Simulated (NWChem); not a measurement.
Species: CH4SeTe; SMILES [SeH][Te]C

```xyz
7

Te     0.3340    -0.8551    -0.0073
C     -1.7431    -1.4414    -0.0096
H     -2.2188    -1.1395     0.9311
H     -1.7615    -2.5371    -0.1042
H     -2.2494    -0.9848    -0.8684
Se    -0.0175     1.6456    -0.0282
H     -0.0812     1.8235     1.4354
```
Atoms are numbered in this order, from 1.

Results from NWChem. Structure relaxed at the PBE0/def2-SVP level. Not confirmed as a minimum by frequencies. def2 effective core potentials on Te; no spin-orbit coupling. Ions are spin-unrestricted doublets at the neutral geometry; other ion states weren't tried.

For level PBE0/def2-SVP:

| Property | Result |
|---|---|
| −ε(HOMO) (eV) | 6.17 |

Q: What are these values for level PBE/def2-SVP?

A: 
| Property | Result |
|---|---|
| −ε(HOMO) (eV) | 5.07 |
